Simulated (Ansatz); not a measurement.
Program: Ansatz. Geometries: PBE0-D4/def2-TZVP. ΔE: electronic, gas phase. CCSD(T)/CBS adds triple-zeta CCSD(T) − MP2 to the extrapolated MP2 energy (def2 sets, frozen cores). This one scheme is used for every species. DFT in def2-TZVPP. Elements past krypton have def2 core potentials. For In outer-core shells are correlated without core-valence functions, which leaves a few kJ/mol of doubt a bond. One conformer a species, not always the lowest.

Consider the formal hydrolysis of the In–N bond: `[NH2][In]([OH])[O][SiH3]` + H₂O → `[OH][In]([OH])[O][SiH3]` + NH₃.

(1) Is it downhill or uphill in electronic energy at CCSD(T)/CBS, and by how much? (Estimate.)

(2) What do these levels give: BLYP-D4, ωB97X-V, PBE, HF/def2-SVP, HF/def2-TZVPP, HF/CBS(def2)? (Best estimate.)

(3) What do rigid-rotor, harmonic-oscillator terms from PBE0-D4/def2-TZVP frequencies (298.15 K, 1 bar) make of the CCSD(T)/CBS value? (Best estimate.)

Largest T1 diagnostic among the species: 0.016.

## Answers

(1) Computed: Downhill: ΔE = -2.0 kcal/mol.

(2) The calculation gave: BLYP-D4 -3.6, ωB97X-V -3.0, PBE -3.2, HF/def2-SVP -3.7, HF/def2-TZVPP -3.6, HF/CBS(def2) -3.7 kcal/mol.

(3) The calculation gave: ΔZPE = +0.6 kcal/mol, ΔH = -1.6 kcal/mol, ΔS = 0 J/(mol·K), ΔG = -1.6 kcal/mol. Modes under 50 cm⁻¹ make the entropy rough.

From r2SCAN to r2SCAN0 (25 % exact exchange), in def2-TZVPP and without D4, ΔE moves by +0.9 kcal/mol. At CCSD(T), def2-SVP lies −1.8 kcal/mol from the extrapolated value and def2-TZVPP −0.2 kcal/mol.
